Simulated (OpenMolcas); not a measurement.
# What dynamic correlation does to the levels of As³⁺

| Item | Value |
| --- | --- |
| Program | OpenMolcas 26.06 |
| Basis | ANO-RCC-VTZP [6s5p3d1f] |
| Scalar Hamiltonian | DKH3, point nucleus |
| Active space | 2 electrons in 9 orbitals (RAS2 4s 4p; RAS3 4d, at most 2 electrons) |
| State averaging | 2S+1 = 3 even, 3 roots; 2S+1 = 1 even, 7 roots; 2S+1 = 3 odd, 3 roots; 2S+1 = 1 odd, 3 roots |
| Spin-orbit coupling | state interaction with AMFI integrals over the reference wave functions, term energies averaged over their components |

Methods on the same reference wave functions:
A. RASSCF
B. SS-RASPT2, IPEA 0.25 Eh, imaginary shift 0.1 Eh (closed shells correlated: 3d)
C. MS-RASPT2, IPEA 0.25 Eh, imaginary shift 0.1 Eh (closed shells correlated: 3d)

Energies in cm⁻¹ above 4s² ¹S₀, the measured ground level; measured values from Moore, Atomic Energy Levels, vol. II, NSRDS-NBS 35 (1971 reprint of NBS Circular 467, 1952).

| Level | A | B | C | Measured |
| --- | --- | --- | --- | --- |
| 4s² ¹S₀ | 0.0 | 0.0 | 0.0 | 0.0 |
| 4s 4p ³P°₀ | 71577 | 72998 | 73025 |  |
| 4s 4p ³P°₁ | 72599 | 74018 | 74045 | 76962 |
| 4s 4p ³P°₂ | 74793 | 76214 | 76241 | 79492 |
| 4s 4p ¹P°₁ | 112760 | 112737 | 112764 | 112022 |
| 4p² ¹D₂ | 173512 | 175577 | 175604 |  |
| 4p² ³P₀ | 176208 | 177858 | 177884 |  |
| 4p² ³P₁ | 177473 | 179144 | 179171 | 181468 |
| 4p² ³P₂ | 179817 | 181506 | 181533 | 184394 |

Deviations, from unrounded energies. A percentage is the sum of absolute deviations over the sum of measured energies, with the sign that they share, or ± where signs differ.

```tsv
Against measurement	Levels	A	B	C
mean absolute deviation (cm-1)	5	3700	2400	2400
other configurations (%)	5	±2.9	±1.9	±1.9
```

B, C lie about equally close to measurement and A furthest from it. The largest miss of C in the table is 4s 4p ³P°₂, by -3300 cm-1. The ranking rests on the paired levels alone, and a cruder setting can come out closer through cancelling errors.

Between B and C the level of the table that moves most is 4s 4p ³P°₀, by 27 cm-1 (lowest in B, highest in C).

The lowest spin-free term lies below A's lowest term by 0.045 hartree in B, 0.045 hartree in C.

Active for correlation alone: 4d; no level in the range computed is led by a configuration that fills it, so any true level of that kind is missing. Some terms mix strongly with configurations of 4d, whose occupation reaches 0.25 (4p² ¹D). Computed and measured levels are paired by configuration, term and J; levels that our copy of the source lacks, or whose pairing is in doubt (as where it misses far off the trend of its configuration), stay unpaired and out of the deviations. Levels of configurations outside the active space are missing. Levels that lie high or do not pair safely by name in every column are left out.

° marks odd parity.
